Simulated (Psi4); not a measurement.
sulfur atom (S), triplet; BP86/def2-SVP run with Psi4 1.11.

Input for Psi4:
```
memory 2 GB

molecule mol {
0 3
  S     0.000000    0.000000    0.000000
}

set basis def2-svp
set reference uks

energy('bp86')
print_variables()
```

It wrote (shortened):

```
   => Loading Basis Set <=

    Name: DEF2-SVP
    Role: ORBITAL
    Keyword: BASIS

         ---------------------------------------------------------
                                   SCF
               by Justin Turney, Rob Parrish, Andy Simmonett
                          and Daniel G. A. Smith
                              UKS Reference
         ---------------------------------------------------------

  ==> Geometry <==

    Molecular point group: d2h
    Geometry (in Angstrom), charge = 0, multiplicity = 3:

       Center              X                  Y                   Z               Mass
    ------------   -----------------  -----------------  -----------------  -----------------
         S            0.000000000000     0.000000000000     0.000000000000    31.972071174400

  Running in d2h symmetry.

  Rotational constants: A = ************  B = ************  C = ************ [cm^-1]
  Rotational constants: A = ************  B = ************  C = ************ [MHz]
  Nuclear repulsion =    0.000000000000000

  Charge       = 0
  Multiplicity = 3
  Electrons    = 16
  Nalpha       = 9
  Nbeta        = 7

  ==> Algorithm <==

  SCF Algorithm Type is DF.
  DIIS enabled.
  MOM disabled.
  Fractional occupation disabled.
  Guess Type is CORE.
  Energy threshold   = 1.00e-06
  Density threshold  = 1.00e-06
  Integral threshold = 1.00e-12

  ==> Primary Basis <==

  Basis Set: DEF2-SVP
    Blend: DEF2-SVP
    Number of shells: 8
    Number of basis functions: 18
    Number of Cartesian functions: 19
    Spherical Harmonics?: true
    Max angular momentum: 2

  ==> DFT Potential <==

   => LibXC <=

    Version 7.1.2
    S. Lehtola, C. Steigemann, M. J. T. Oliveira, and M. A. L. Marques,  SoftwareX 7, 1–5 (2018) (10.1016/j.softx.2017.11.002)

   => Composite Functional: BP86 <=

    BP86 GGA Exchange-Correlation Functional

    A. D. Becke, Phys. Rev. A, 38, 3098-3100, 1988
    J. P. Perdew, Phys. Rev. B, 33, 8822, 1986

    Deriv               =              1
    GGA                 =           TRUE
    Meta                =          FALSE

    Exchange Hybrid     =          FALSE
    MP2 Hybrid          =          FALSE

   => Exchange Functionals <=

    1.0000     XC_GGA_X_B88

   => Correlation Functionals <=

    1.0000     XC_GGA_C_P86

   => LibXC Density Thresholds  <==

    XC_GGA_C_P86:  1.00E-15
    XC_GGA_X_B88:  1.00E-15

   => Molecular Quadrature <=

    Radial Scheme          =       TREUTLER
    Pruning Scheme         =           NONE
    Nuclear Scheme         =       TREUTLER

    Blocking Scheme        =         OCTREE
    BS radius alpha        =              1
    Pruning alpha          =              1
    Radial Points          =             75
    Spherical Points       =            302
    Total Points           =          19932
    Total Blocks           =            207
    Max Points             =            252
    Max Functions          =             18
    Weights Tolerance      =       1.00E-15

   => Loading Basis Set <=

    Name: (DEF2-SVP AUX)
    Role: JKFIT
    Keyword: DF_BASIS_SCF

  ==> Integral Setup <==

  SCF_SUBTYPE=INCORE selected. In-core MEM_DF algorithm will be used.
  Using in-core AOs.

  ==> MemDFJK: Density-Fitted J/K Matrices <==

    J tasked:                   Yes
    K tasked:                    No
    wK tasked:                   No
    Algorithm:                 Core
    Schwarz Cutoff:           1E-12
    Mask sparsity (%):       0.0000
    Fitting Condition:        1E-10

   => Auxiliary Basis Set <=

  Basis Set: (DEF2-SVP AUX)
    Blend: DEF2-UNIVERSAL-JKFIT
    Number of shells: 38
    Number of basis functions: 128
    Number of Cartesian functions: 155
    Spherical Harmonics?: true
    Max angular momentum: 4

  Minimum eigenvalue in the overlap matrix is 1.1842052198E-01.
  Reciprocal condition number of the overlap matrix is 5.5161168364E-02.
    Using symmetric orthogonalization.

  ==> Pre-Iterations <==

  SCF Guess: Core (One-Electron) Hamiltonian.

   -------------------------------------------------------
    Irrep   Nso     Nmo     Nalpha   Nbeta   Ndocc  Nsocc
   -------------------------------------------------------
     Ag         6       6       3       3       3       0
     B1g        1       1       0       0       0       0
     B2g        1       1       0       0       0       0
     B3g        1       1       0       0       0       0
     Au         0       0       0       0       0       0
     B1u        3       3       2       1       1       1
     B2u        3       3       2       2       2       0
     B3u        3       3       2       1       1       1
   -------------------------------------------------------
    Total      18      18       9       7       7       2
   -------------------------------------------------------

  ==> Iterations <==

                           Total Energy        Delta E     RMS |[F,P]|

    Occupation by irrep:
             Ag   B1g   B2g   B3g    Au   B1u   B2u   B3u
    DOCC [     3,    0,    0,    0,    0,    1,    1,    2 ]
    SOCC [     0,    0,    0,    0,    0,    1,    1,    0 ]
    NA   [     3,    0,    0,    0,    0,    2,    2,    2 ]
    NB   [     3,    0,    0,    0,    0,    1,    1,    2 ]

   @DF-UKS iter   1:  -395.07088849707742   -3.95071e+02   2.33698e-01 ADIIS
    Occupation by irrep:
             Ag   B1g   B2g   B3g    Au   B1u   B2u   B3u
    DOCC [     3,    0,    0,    0,    0,    1,    2,    1 ]
    SOCC [     0,    0,    0,    0,    0,    1,    0,    1 ]
    NA   [     3,    0,    0,    0,    0,    2,    2,    2 ]
    NB   [     3,    0,    0,    0,    0,    1,    2,    1 ]

   @DF-UKS iter   2:  -397.40263644378638   -2.33175e+00   1.47094e-01 ADIIS
   @DF-UKS iter   3:  -397.81109514982063   -4.08459e-01   7.10653e-02 DIIS/ADIIS
   @DF-UKS iter   4:  -397.99723667540104   -1.86142e-01   2.09649e-02 DIIS/ADIIS
   @DF-UKS iter   5:  -398.01297769108123   -1.57410e-02   2.73562e-03 DIIS/ADIIS
   @DF-UKS iter   6:  -398.01326039098160   -2.82700e-04   6.62005e-05 DIIS
   @DF-UKS iter   7:  -398.01326058027217   -1.89291e-07   3.10786e-06 DIIS
   @DF-UKS iter   8:  -398.01326058078479   -5.12614e-10   2.23892e-07 DIIS
  Energy and wave function converged.

  ==> Post-Iterations <==

   Electrons on quadrature grid:
      Nalpha   =    9.0000000067 ; deviation = 6.709e-09
      Nbeta    =    7.0000000067 ; deviation = 6.709e-09
      Ntotal   =   16.0000000134 ; deviation = 1.342e-08

   @Spin Contamination Metric:   1.915384853E-03
   @S^2 Expected:                2.000000000E+00
   @S^2 Observed:                2.001915385E+00
   @S   Expected:                1.000000000E+00
   @S   Observed:                1.000000000E+00

    Orbital Energies [Eh]
    ---------------------

    Alpha Occupied:

       1Ag   -88.132378     2Ag    -7.726006     1B1u   -5.757922
       1B3u   -5.757922     1B2u   -5.737825     3Ag    -0.645594
       2B3u   -0.288276     2B1u   -0.288276     2B2u   -0.238921

    Alpha Virtual:

       4Ag     0.273297     5Ag     0.532368     1B2g    0.532368
       1B1g    0.574262     1B3g    0.574262     6Ag     0.589882
       3B1u    0.598573     3B3u    0.598573     3B2u    0.635969

    Beta Occupied:

       1Ag   -88.123645     2Ag    -7.717123     1B1u   -5.742428
       1B3u   -5.742428     1B2u   -5.732552     3Ag    -0.572736
       2B2u   -0.213783

    Beta Virtual:

       2B1u   -0.200976     2B3u   -0.200976     4Ag     0.314857
       1B3g    0.629931     1B1g    0.629931     5Ag     0.639318
       6Ag     0.646695     1B2g    0.646695     3B2u    0.655493
       3B1u    0.665660     3B3u    0.665660

    Final Occupation by Irrep:
             Ag   B1g   B2g   B3g    Au   B1u   B2u   B3u
    DOCC [     3,    0,    0,    0,    0,    1,    2,    1 ]
    SOCC [     0,    0,    0,    0,    0,    1,    0,    1 ]
    NA   [     3,    0,    0,    0,    0,    2,    2,    2 ]
    NB   [     3,    0,    0,    0,    0,    1,    2,    1 ]

  @DF-UKS Final Energy:  -398.01326058078479

   => Energetics <=

    Nuclear Repulsion Energy =              0.0000000000000000
    One-Electron Energy =                -549.3931324250195303
    Two-Electron Energy =                 177.0438300930245532
    DFT Exchange-Correlation Energy =     -25.6639582487897897
    Empirical Dispersion Energy =           0.0000000000000000
    VV10 Nonlocal Energy =                  0.0000000000000000
    Total Energy =                       -398.0132605807847881

  UHF NO Occupations:
  HONO-2 :    3 Ag 1.9990628
  HONO-1 :    2B3u 1.0000000
  HONO-0 :    2B1u 1.0000000
  LUNO+0 :    4 Ag 0.0009372
  LUNO+1 :    3B2u 0.0000201
  LUNO+2 :    3B3u 0.0000004
  LUNO+3 :    3B1u 0.0000004

Computation Completed

Properties will be evaluated at   0.000000,   0.000000,   0.000000 [a0]

Properties computed using the SCF density matrix

 Multipole Moments:

 ------------------------------------------------------------------------------------
     Multipole            Electronic (a.u.)      Nuclear  (a.u.)        Total (a.u.)
 ------------------------------------------------------------------------------------

 L = 1.  Multiply by 2.5417464519 to convert [e a0] to [Debye]
 Dipole X            :          0.0000000            0.0000000            0.0000000
 Dipole Y            :          0.0000000            0.0000000            0.0000000
 Dipole Z            :          0.0000000            0.0000000            0.0000000
 Magnitude           :                                                    0.0000000

 ------------------------------------------------------------------------------------

  Variable Map:
  ----------------------------------------------------------------------------
  "CURRENT ENERGY"              =>    -398.013260580785
  "CURRENT REFERENCE ENERGY"    =>    -398.013260580785
  "DD SOLVATION ENERGY"         =>       0.000000000000
  "DFT FUNCTIONAL TOTAL ENERGY" =>    -398.013260580785
  "DFT TOTAL ENERGY"            =>    -398.013260580785
  "DFT VV10 ENERGY"             =>       0.000000000000
  "DFT XC ENERGY"               =>     -25.663958248790
  "GRID ELECTRONS ALPHA"        =>       9.000000006709
  "GRID ELECTRONS BETA"         =>       7.000000006709
  "GRID ELECTRONS TOTAL"        =>      16.000000013418
  "NUCLEAR REPULSION ENERGY"    =>       0.000000000000
  "ONE-ELECTRON ENERGY"         =>    -549.393132425020
  "PCM POLARIZATION ENERGY"     =>       0.000000000000
  "PE ENERGY"                   =>       0.000000000000
  "SCF ITERATION ENERGY"        =>    -398.013260580785
  "SCF ITERATIONS"              =>       8.000000000000
  "SCF TOTAL ENERGY"            =>    -398.013260580785
  "TWO-ELECTRON ENERGY"         =>     177.043830093025
  "XC GRID RADIAL POINTS"       =>      75.000000000000
  "XC GRID SPHERICAL POINTS"    =>     302.000000000000
  "XC GRID TOTAL POINTS"        =>   19932.000000000000

  Array Variable Map:
  ----------------------------------------------------------------------------
  "CURRENT DIPOLE"              =>       0.000000000000 ... 0.000000000000 1 by 3
  "SCF DIPOLE"                  =>       0.000000000000 ... 0.000000000000 1 by 3
  "SCF TOTAL ENERGIES"          =>    -395.070888497077 ... -398.013260580785 1 by 8
```
